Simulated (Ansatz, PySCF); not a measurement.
Stretching the Te1–H2 bond in CH4Te (SMILES C[TeH]) (multiplicity 1 held, fragments rigid). Energies count from the point at 1.663 Å.
Geometry at that point (charge 0, multiplicity 1):
```xyz
6

Te     0.0120     0.2353     0.2318
H     -0.3430     1.3648    -0.9364
C     -0.0305    -1.4190    -1.1661
H      0.7315    -1.2755    -1.9253
H     -1.0182    -1.4980    -1.6087
H      0.1882    -2.3118    -0.5851
```

R- and RO- levels are restricted; in cc, def2 and unpolarised 6-31G sets they are followed outwards from rest. Unrestricted levels (U-) break spin symmetry where that is lower. Active spaces are followed from a long bond inwards. Left out are points that failed, MP2 points in a non-variational dive below the minimum, coupled-cluster points behind a sign of a changed root (a jump of the amplitudes, or a one-step jump against full CI or MRCI), small-basis points behind a change of solution, and semi-empirical points at long bonds. Curves can end on different states.

Correlated levels freeze the cores. Filled d and f shells under p-block atoms count as core. Rows in 3-21G, LANL2DZ carry no dispersion term and start afresh at each structure; the Pople sets are all-electron and without relativity. LANL2DZ brings its own core potentials from Na on.

Codes used: Ansatz (Gaussian orbitals); PySCF for 3-21G rows, LANL2DZ rows.  In def2 rows elements past Kr take small-core potentials, without spin–orbit coupling.

Energies in kcal/mol.

| R (Å) | R-HF/3-21G | R-B3LYP/LANL2DZ | U-B3LYP/def2-TZVPP | R-SCS-MP2/def2-TZVPP | FIC-MRCISD on CASSCF(2,2)/def2-TZVPP | FIC-MRCISD+Q on CASSCF(2,2)/def2-TZVPP |
|---|---|---|---|---|---|---|
| 1.331 | 41.8 | 36.8 | 35.6 | 35.6 | 36.2 | 36.2 |
| 1.497 | 8.7 | 7.4 | 6.8 | 6.3 | 6.8 | 6.8 |
| 1.663 | 0.0 | 0.0 | 0.0 | 0.0 | 0.0 | 0.0 |
| 1.830 | 3.4 | 3.4 | 4.1 | 4.9 | 4.2 | 4.3 |
| 1.996 | 12.6 | 11.9 | 13.2 | 15.0 | 13.3 | 13.4 |
| 2.245 | 31.0 | 28.0 | 29.9 | 33.2 | 29.1 | 29.5 |
| 2.495 | 50.6 | 44.3 | 46.4 | 50.7 | 43.3 | 43.8 |
| 2.911 | 80.9 | 67.6 | 63.2 | 74.1 | 59.2 | 60.0 |
| 3.327 | 105.7 | 84.7 | 69.3 | 88.8 | 66.5 | 67.6 |
| 3.826 | 128.2 | 98.3 | 71.6 | 96.2 | 69.5 | 70.7 |
| 4.491 | left out | left out | 72.4 | 92.6 | 70.4 | 71.7 |
| 5.322 | left out | left out | 72.5 | 74.8 | 70.6 | 71.8 |

Doubts at one or more of the structures used: a restricted determinant that unrestricted orbitals would lower (R-HF/3-21G, R-SCS-MP2/def2-TZVPP); a spin-contaminated determinant (U-B3LYP/def2-TZVPP).

Ansatz is a program for electronic structure.
